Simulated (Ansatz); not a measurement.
`[F][In]([F])[SiH3]` + `NB(O)O[SiH3]` → `NB(O[SiH3])O[SiH3]` + `[F][InH][F]`  (cleavage of the Si–In bond)

Isolated molecules relaxed with PBE0-D4/def2-TZVP in Ansatz; ΔE leaves out vibrations. CCSD(T)/CBS adds triple-zeta CCSD(T) − MP2 to the extrapolated MP2 energy (def2 sets, frozen cores). def2 core potentials past Kr. For In outer-core shells are correlated without core-valence functions, which leaves a few kJ/mol of doubt a bond. One conformer a species, not always the lowest.

`[F][In]([F])[SiH3]`:

Z-matrix (Å, degrees):
```
Si
In 1 2.541
H 1 1.482 2 108.7
H 1 1.483 2 107.5 3 -119.7
H 1 1.482 2 108.5 3 120.7
F 2 1.944 1 127.2 3 25.4
F 2 1.944 1 126.9 3 -155.2
```

`NB(O)O[SiH3]`:

Cartesian coordinates in Å:
```
N 0.950 1.683 -0.776
B 0.172 0.540 -0.501
O -0.734 -0.003 -1.383
O 0.313 -0.079 0.714
Si -0.442 -1.409 1.319
H 1.598 2.040 -0.098
H 0.920 2.204 -1.632
H -0.807 0.454 -2.221
H 0.103 -1.619 2.683
H -1.910 -1.202 1.405
H -0.163 -2.610 0.490
```

`NB(O[SiH3])O[SiH3]`:

Cartesian coordinates in Å:
```
N -1.819 1.450 1.003
B -0.811 0.646 0.448
O 0.454 1.166 0.326
Si 1.997 0.675 0.101
O -1.130 -0.629 0.049
Si -0.551 -1.829 -0.899
H -1.642 2.382 1.329
H -2.765 1.133 1.101
H 2.140 -0.778 0.394
H 2.867 1.445 1.024
H 2.415 0.934 -1.300
H -1.682 -2.388 -1.679
H 0.481 -1.310 -1.838
H 0.045 -2.898 -0.059
```

`[F][InH][F]`:

Z-matrix (Å, degrees):
```
In
F 1 1.935
F 1 1.935 2 106.8
H 1 1.681 2 126.6 3 180.0
```

```csv
level,ΔE (kJ/mol)
HF/def2-TZVPP,-61.1
MP2/def2-TZVPP,-43.2
CCSD/def2-TZVPP,-44.6
MP2/def2-QZVPP,-42.7
```

(1) What does CCSD(T)/CBS give? (Estimate.)

Largest T1 diagnostic among the species: 0.017.

Results:

(1) The calculation gave: -40.6 kJ/mol. The listed levels differ from it by -20.5, -2.6, -4.0, -2.1 kJ/mol.

In def2-TZVPP, CCSD(T) changes the Hartree–Fock value by +18.1 kJ/mol (the triples alone add +1.6 kJ/mol) and MP2 by +17.8 kJ/mol. The D4 term adds −8.8 kJ/mol with B3LYP and −5.1 kJ/mol with PBE0; it sums over pairs of atoms, weighted by their polarisabilities, and B3LYP, whose exchange is more repulsive, gets the larger term.

B3LYP here is the variant with VWN-RPA as its local correlation; programs differ in this.
